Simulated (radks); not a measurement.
The nuclear charge of the erbium ion Er2+ is varied continuously with 66 electrons held in [Xe] 4f12. All-electron calculation, Dirac Kohn-Sham, BLYP, spin-unpolarised, spherical densities, point nucleus; open shells fill j = l - 1/2 first. Program: a radial shooting solver on a logarithmic mesh with Libxc functionals. By the Hellmann-Feynman theorem dE/dZ = E(electron-nucleus)/Z, the electronic potential at the nucleus.

Z     E (hartree)  E(electron-nucleus)/Z (hartree)   HOMO  e(HOMO) (eV)  <r> HOMO (bohr)
67    -12629.0427                         -465.593  4f7/2        -3.294           0.9932
67.1  -12675.6553                         -466.659  4f7/2        -4.287           0.9635
67.2  -12722.3745                         -467.723  4f7/2        -5.393           0.9401
67.3  -12769.1999                         -468.786  4f7/2        -6.591           0.9207
67.4  -12816.1316                         -469.847  4f7/2        -7.868           0.9040
67.5  -12863.1692                         -470.906  4f7/2        -9.214           0.8892
67.6  -12910.3128                         -471.966  4f7/2       -10.621           0.8759
67.7  -12957.5623                         -473.024  4f7/2       -12.083           0.8637
67.8  -13004.9177                         -474.083  4f7/2       -13.596           0.8525
67.9  -13052.3789                         -475.141  4f7/2       -15.157           0.8420
68    -13099.9459                         -476.199  4f7/2       -16.762           0.8322
68.1  -13147.6187                         -477.257  4f7/2       -18.410           0.8230
68.2  -13195.3974                         -478.316  4f7/2       -20.098           0.8143
68.3  -13243.2819                         -479.374  4f7/2       -21.824           0.8059
68.4  -13291.2722                         -480.433  4f7/2       -23.588           0.7980
68.5  -13339.3685                         -481.492  4f7/2       -25.387           0.7904
68.6  -13387.5706                         -482.551  4f7/2       -27.221           0.7831
68.7  -13435.8787                         -483.611  4f7/2       -29.089           0.7761
68.8  -13484.2928                         -484.671  4f7/2       -30.990           0.7694
68.9  -13532.8129                         -485.731  4f7/2       -32.923           0.7629
69    -13581.4391                         -486.792  4f7/2       -34.887           0.7566

The central difference of E at Z = 68 is -476.199 hartree, to compare with the third column; the second derivative is -10.6 hartree.
